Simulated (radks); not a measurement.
The numbers below are computed, except where a source is named.
Task: Gd27+, configuration [Kr] 4d1. Code: a radial shooting solver on a logarithmic mesh with Libxc functionals. Model: non-relativistic Kohn-Sham, LB94 model potential, spin-polarised, spherical densities, point nucleus; open shells are filled with parallel spins first (spin-orbit coupling, left out, can overturn this in heavy ions); relativity is left out, which matters for an element this heavy. Some entries of the table are withheld. Estimate them.

orbital,occ.,eigenvalue (eV),<r^2> (bohr^2)
1s down,1,-48165.01,0.0007494
1s up,1,-48164.97,0.0007494
2s up,1,-8463.054,0.01188
2s down,1,-8462.730,0.01188
2p up,3,-8104.298,0.008831
2p down,3,-8104.146,0.008830
3s down,1,-2562.763,0.07560
3s up,1,-2562.682,0.07558
3p up,3,-2402.558,0.07051
3p down,3,-2402.488,0.07054
3d up,5,-2106.610,0.05585
3d down,5,-2106.189,0.05588
4s up,1,(1),0.3189
4s down,1,(2),0.3186
4p up,3,-1051.257,0.3223
4p down,3,-1049.844,0.3220
4d up,1,(3),0.3212
4d down,0,(4),0.3208

Result: 
(1) 4s up eigenvalue (eV): -1117.131
(2) 4s down eigenvalue (eV): -1115.689
(3) 4d up eigenvalue (eV): -934.9315
(4) 4d down eigenvalue (eV): -933.6733
